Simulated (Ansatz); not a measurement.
Cartesian coordinates (Å):
```xyz
11

Ta     0.0419    -0.0853     0.0461
O      0.7425     1.4196     1.0508
H      0.2663     2.0871     1.5570
O     -1.6685     0.6226     0.6737
H     -2.4643     0.1484     0.4013
O      1.0764    -1.3126     1.1076
H      1.6714    -0.9775     1.7911
O      0.8822     0.5649    -1.5590
H      1.4280     1.3614    -1.5271
O     -0.8963    -1.4698    -0.8636
H     -1.5261    -2.0768    -1.2552
```
Charge 0, spin multiplicity 1.

All values below come from frozen-core CCSD(T)/def2-TZVPP // r2SCAN-D4/def2-SVP (Ansatz, an electronic-structure program).

```json
{
 "HF energy": "-434.06776 Ha",
 "MP2 correlation energy": "-1.62748 Ha"
}
```

Estimate the CCSD correlation energy, the (T) correction, the total energy and the T1 diagnostic.


```yaml
CCSD correlation energy: -1.61294 Ha
"(T) correction": -0.06784 Ha
CCSD(T) total energy: -435.74854 Ha
T1 diagnostic: 0.018
```
